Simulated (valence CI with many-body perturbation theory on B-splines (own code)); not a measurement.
Results of a calculation; reference values are marked as such.
# Tc³⁶⁺: magnetic and hyperfine properties of the levels

Method: relativistic CI+MBPT: five valence electrons over a frozen Dirac-Fock core [He], radial functions for each j: 9 s, 9 p, 8 d, 6 f, 3 g, 1 h, with the one-electron correlation potential Σ1 (screened to all orders), the two-electron term Σ2, the three-electron term Σ3, Breit, model QED; selected single and double excitations, second order for the rest (own B-spline code, finite nucleus).

No measured spectrum was set against this ion. As an estimate, large intervals hold to a few tenths of a per cent, small ones and those within an open d or f shell to about a per cent. Among the levels kept, up to 1900 cm⁻¹ of a level comes from second order outside the variational space, and about a tenth of that is noise between levels of different J, which matters for small intervals.

A/g_I is the dipole constant over the nuclear g factor μ/I (μ in nuclear magnetons, uniformly magnetised nucleus), B/Q the quadrupole constant per barn. Both hold the static response of the core; the bare values leave it out. Large factors of s and p1/2 electrons are usually good to 5 to 10 %; those of open d and f shells near neutrality can be off by tens of per cent, and small factors of p3/2, d and f electrons come from cancelling terms and can be off by a factor of two or in sign, in half-filled shells by more. B is blank for J = 1/2, where it vanishes, and for nearly pure S terms. Energies count from the lowest level.

Levels are named by their leading jj configuration (3d3/2^4 stands for four electrons in 3d with j = 3/2), which in mixed levels can hold well under half, so a name can repeat and another be missing. Letters in brackets count levels of one name in rising energy.

```tsv
Level	E (eV)	g	A/g_I (MHz)	A/g_I bare	B/Q (MHz/b)	B/Q bare
(2s^2 2p1/2^2 2p3/2) J=3/2	0.0	1.429	126000	133000	222000	223000
(2s^2 2p1/2 2p3/2^2) J=3/2	110.4	1.409	10200	16600	70400	70600
(2s^2 2p1/2 2p3/2^2) J=5/2	126.7	1.188	285000	287000	-1390	-1390
(2s^2 2p1/2 2p3/2^2) J=1/2	148.5	0.651	852000	845000		
(2s^2 2p3/2^3) J=3/2	259.4	1.265	151000	155000	-294000	-295000
(2s 2p1/2^2 2p3/2^2) J=5/2	270.1	1.516	639000	637000	130000	130000
(2s 2p1/2^2 2p3/2^2) J=1/2	318.3	2.250	2420000	2390000		
(2s 2p1/2^2 2p3/2^2) J=3/2	319.3	1.297	-233000	-218000	-134000	-134000
(2s 2p1/2 2p3/2^3) J=3/2 [a]	400.2	1.419	508000	505000	-209000	-210000
(2s 2p1/2 2p3/2^3) J=5/2	424.2	1.261	793000	785000	-398000	-399000
(2s 2p1/2 2p3/2^3) J=1/2	448.7	1.495	-480000	-459000		
(2s 2p1/2 2p3/2^3) J=3/2 [b]	460.7	1.118	66400	75300	20600	20600
(2s 2p3/2^4) J=1/2	577.2	1.556	2460000	2410000		
(2p1/2^2 2p3/2^3) J=3/2	638.0	1.323	133000	142000	-264000	-265000
(2p1/2 2p3/2^4) J=1/2	763.4	0.651	855000	844000		
(2s^2 2p1/2^2 3s) J=1/2	2794.2	2.053	732000	724000		
(2s^2 2p1/2^2 3p1/2) J=1/2	2842.7	0.664	237000	235000		
(2s^2 2p1/2^2 3p3/2) J=3/2	2885.0	1.339	40400	42100	64200	64400
(2s^2 2p1/2 2p3/2 3s) J=3/2 [a]	2907.2	1.679	199000	202000	173000	173000
(2s^2 2p1/2 2p3/2 3s) J=1/2	2912.8	1.280	-284000	-271000		
(2s^2 2p1/2 2p3/2 3s) J=5/2	2920.2	1.361	398000	398000	185000	185000
(2s^2 2p1/2 2p3/2 3s) J=3/2 [b]	2924.4	1.010	262000	266000	120000	121000
(2s^2 2p1/2^2 3d3/2) J=3/2	2935.1	0.778	24700	24400	8990	9170
(2s^2 2p1/2^2 3d5/2) J=5/2	2951.8	1.201	11600	11700	-1190	-994
(2s^2 2p1/2 2p3/2 3p1/2) J=1/2	2955.3	1.682	-122000	-111000		
(2s^2 2p1/2 2p3/2 3p1/2) J=3/2 [a]	2960.1	1.150	193000	196000	34100	34200
(2s^2 2p1/2 2p3/2 3p1/2) J=5/2	2969.7	1.116	302000	304000	179000	179000
(2s^2 2p1/2 2p3/2 3p1/2) J=3/2 [b]	2986.8	1.401	199000	204000	212000	212000
(2s^2 2p1/2 2p3/2 3p3/2) J=5/2 [a]	2992.2	1.427	7770	12000	282000	282000
(2s^2 2p1/2 2p3/2 3p3/2) J=1/2 [a]	2995.8	1.727	-199000	-192000		
(2s^2 2p1/2 2p3/2 3p3/2) J=3/2 [a]	3000.6	1.207	246000	247000	-158000	-158000
(2s^2 2p1/2 2p3/2 3p3/2) J=7/2	3006.1	1.260	198000	200000	256000	256000
(2s^2 2p1/2 2p3/2 3p3/2) J=3/2 [b]	3011.1	1.361	79700	84000	57300	57400
(2s^2 2p1/2 2p3/2 3p3/2) J=5/2 [b]	3018.8	1.191	260000	261000	22500	22500
(2s^2 2p1/2 2p3/2 3p3/2) J=1/2 [b]	3029.0	0.689	844000	839000		
(2s 2p1/2^2 2p3/2 3s) J=5/2	3041.8	1.750	702000	699000	171000	171000
(2s^2 2p3/2^2 3s) J=5/2	3043.3	1.416	265000	267000	84100	84300
(2s^2 2p3/2^2 3s) J=3/2	3048.0	1.042	35000	39300	-48400	-48500
(2s^2 2p1/2 2p3/2 3d3/2) J=3/2 [a]	3049.7	1.042	52900	57000	-52500	-52600
(2s^2 2p1/2 2p3/2 3d3/2) J=5/2 [a]	3050.6	0.983	136000	138000	-39500	-39500
```

(1) Take the isotope of mass number 99, with I = 9/2, μ = 5.678 μN and Q = -0.129 b. What is the hyperfine structure of (2s 2p1/2^2 2p3/2^2) J=5/2?

Answers

(1) From the table A = 806000 MHz, B = -16700 MHz. Shifts from the centre of gravity in MHz: F = 2: -1.11e+07, F = 3: -8670000, F = 4: -5440000, F = 5: -1410000, F = 6: 3430000, F = 7: 9060000.
